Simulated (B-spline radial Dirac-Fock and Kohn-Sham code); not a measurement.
# Magnetic form factor of the 3d shell of Ho⁴⁰⁺

System: the Ho⁴⁰⁺ ion in the configuration [Ar] 3d9.

Input file task.json (cfg lists n, l and occupation; rrms is the nuclear radius in fm):

```json
{"items": [{
  "Z": 67,
  "q": 40,
  "cfg": [[1, 0, 2], [2, 0, 2], [2, 1, 6], [3, 0, 2], [3, 1, 6], [3, 2, 9]],
  "A": 165,
  "rrms": 5.2022,
  "do": ["scatter"],
  "s": [0.0, 0.05, 0.1, 0.15, 0.2, 0.25, 0.3, 0.35, 0.4, 0.45, 0.5, 0.6, 0.7, 0.8, 0.9, 1.0, 1.1, 1.2, 1.4, 1.6, 1.8, 2.0, 2.5, 3.0, 3.5, 4.0, 5.0, 6.0],
  "pz": [0, 0.1, 0.14, 0.2, 0.28, 0.4, 0.56, 0.79, 1.1, 1.6, 2.2, 3.1, 4.4, 6.2, 8.8, 12.0, 18.0, 25.0, 35.0, 49.0, 69.0],
  "hv_scatter": [1000, 2000, 5000, 20000, 50000, 100000, 200000, 1000000]
}]}
```

Command: `python xray_run.py task.json out`

Method: relativistic Hartree-Fock (Dirac-Fock) wave functions, averaged over the configuration. Computed with a B-spline atomic structure program. ⟨j_K⟩ is the integral of the 3d radial density with the spherical Bessel function j_K(4πsr), s = sin θ/λ.

| s (Å⁻¹) | ⟨j0⟩ | ⟨j2⟩ | ⟨j4⟩ |
| --- | --- | --- | --- |
| 0 | 1.0000 | 0.0000 | 0.0000 |
| 0.05 | 0.9991 | 0.0003 | 0.0000 |
| 0.1 | 0.9966 | 0.0014 | 0.0000 |
| 0.15 | 0.9923 | 0.0031 | 0.0000 |
| 0.2 | 0.9864 | 0.0054 | 0.0000 |
| 0.25 | 0.9789 | 0.0084 | 0.0000 |
| 0.3 | 0.9697 | 0.0120 | 0.0001 |
| 0.35 | 0.9590 | 0.0162 | 0.0001 |
| 0.4 | 0.9469 | 0.0210 | 0.0002 |
| 0.45 | 0.9332 | 0.0263 | 0.0003 |
| 0.5 | 0.9182 | 0.0321 | 0.0004 |
| 0.6 | 0.8844 | 0.0450 | 0.0009 |
| 0.7 | 0.8461 | 0.0593 | 0.0016 |
| 0.8 | 0.8040 | 0.0747 | 0.0027 |
| 0.9 | 0.7589 | 0.0907 | 0.0041 |
| 1 | 0.7114 | 0.1070 | 0.0060 |
| 1.1 | 0.6623 | 0.1232 | 0.0084 |
| 1.2 | 0.6125 | 0.1388 | 0.0112 |
| 1.4 | 0.5129 | 0.1675 | 0.0185 |
| 1.6 | 0.4175 | 0.1911 | 0.0277 |

Radial moments of the shell: ⟨r²⟩ = 0.04635, ⟨r⁴⟩ = 0.003673, ⟨r⁶⟩ = 0.0004456 in powers of bohr.
